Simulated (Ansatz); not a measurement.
Reaction (redistribution): `O[Si@@H](Cl)[Si@@H](O)Cl` + `O[SiH2][NH][GeH2][OH]` → `O[SiH2]N[SiH](O)Cl` + `[OH][GeH2][SiH](O)Cl`

Isolated molecules relaxed with PBE0-D4/def2-TZVP in Ansatz; ΔE leaves out vibrations. CCSD(T)/CBS is the MP2 limit (def2-TZVPP, def2-QZVPP) plus CCSD(T) − MP2 in def2-TZVPP, frozen cores. DFT in def2-TZVPP. For Ge outer-core shells are correlated without core-valence functions, which leaves a few kJ/mol of doubt a bond. Scalar relativity is left out up to krypton. Each species was taken in one conformer, which may not be the lowest.

`O[Si@@H](Cl)[Si@@H](O)Cl`:

Cartesian coordinates in Å:
```
O 1.179 0.854 1.583
Si -0.356 0.839 1.016
Cl -0.886 2.653 0.189
Si -0.481 -0.730 -0.720
O 1.046 -0.674 -1.328
Cl -0.903 -2.607 0.026
H 1.876 0.740 0.932
H -1.241 0.609 2.175
H -1.496 -0.485 -1.773
H 1.263 -1.199 -2.100
```

`O[SiH2][NH][GeH2][OH]`:

Cartesian coordinates in Å:
```
O -0.184 -0.661 1.815
Si -1.262 0.350 1.108
N -0.696 0.725 -0.482
Ge 0.578 -0.235 -1.351
O 1.919 -0.369 -0.156
H 0.730 -0.542 1.521
H -1.443 1.648 1.817
H -2.551 -0.385 1.119
H -0.781 1.681 -0.790
H 1.051 0.548 -2.585
H 0.118 -1.665 -1.679
H 2.521 -1.096 -0.336
```

`O[SiH2]N[SiH](O)Cl`:

```xyz
12

O     1.899   -0.488    0.481
Si    0.544   -1.252    0.995
N    -0.805   -0.314    0.442
Si   -0.665    1.180   -0.367
O     0.402    1.098   -1.615
Cl   -2.543    1.649   -1.061
H     1.905   -0.153   -0.421
H     0.644   -1.312    2.472
H     0.410   -2.636    0.464
H    -1.736   -0.689    0.550
H    -0.171    2.288    0.463
H     0.115    0.631   -2.403
```

`[OH][GeH2][SiH](O)Cl`:

```xyz
10

O     0.593    0.218   -1.645
Ge    1.188    0.040    0.052
Si   -0.998   -0.255    0.965
O    -1.914   -0.503   -0.364
Cl   -1.536    1.456    1.975
H     1.262    0.470   -2.283
H     1.946    1.319    0.455
H     2.155   -1.161    0.117
H    -1.203   -1.372    1.910
H    -1.492   -0.212   -1.183
```

```tsv
level	ΔE (kJ/mol)
PBE0-D4	-66.5
CCSD(T)/def2-TZVPP	-65.3
```

Q: What does CCSD(T)/CBS give? (Best estimate.)

A: Ansatz gave: -67.7 kJ/mol. The listed levels differ from it by 1.2, 2.4 kJ/mol.

Largest T1 diagnostic among the species: 0.012.
